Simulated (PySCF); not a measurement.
Cartesian coordinates in Å; atom numbers follow the order of the lines, from 1:
```xyz
13

C     2.935   -0.742    0.015
C     1.872   -0.209    0.240
C     0.582    0.433    0.478
F     0.411    0.669    1.829
C    -0.588   -0.402   -0.021
C    -1.906    0.309    0.169
F    -1.910    1.482   -0.550
H     3.883   -1.212   -0.175
H     0.565    1.413   -0.030
H    -0.600   -1.359    0.526
H    -0.434   -0.631   -1.086
H    -2.742   -0.320   -0.181
H    -2.064    0.552    1.232
```

Geometry: PBE0-D3(BJ)/def2-SVP; GIAO shifts from PySCF, gas phase, non-relativistic, averaged over equivalent atoms.

At PBE0/STO-3G (41 basis functions, 4.6 s wall time on 1 thread of an Intel Xeon Platinum 8259CL, shared host):
| atoms | δ (ppm) |
| --- | --- |
| C1 | 70.1 |
| C2 | 60.7 |
| C3 | 58.6 |
| C6 | 57.7 |
| C5 | 26.1 |
| F4 | -128.2 |
| F7 | -148.5 |
| H8 | 2.68 |
| H9 | 2.60 |
| H13 | 2.15 |
| H12 | 2.10 |
| H11 | 1.25 |
| H10 | 1.24 |

Scale: 13C (σ = 234.69 ppm), 1H (σ = 32.60 ppm) against TMS; 19F (σ = 304.40 ppm) against CFCl3 (reference shieldings calculated alike).

What do these become at PBE0/def2-SVP?

## Answers


```tsv
atoms	δ at PBE0/def2-SVP	change
C1	77.0	+6.9
C2	78.4	+17.7
C3	73.7	+15.1
C6	74.4	+16.7
C5	37.8	+11.7
F4	-194.9	-66.7
F7	-223.6	-75.1
H8	2.22	-0.46
H9	5.11	+2.51
H13	4.41	+2.26
H12	4.21	+2.11
H11	1.73	+0.48
H10	1.54	+0.30
```

References, each an isolated molecule treated in the same way: 13C (σref 193.72), 1H (σref 31.34) against TMS; 19F (σref 214.64) against CFCl3.

The largest change is at F7 (fluorine on an sp3 carbon). Cost: 128 basis functions, 13 s wall time on 1 thread of an Arm Neoverse V1, shared host. The order of the carbon signals changes between the two levels.

Unscaled 19F shifts against computed CFCl3 carry errors that often reach 10 to 50 ppm.
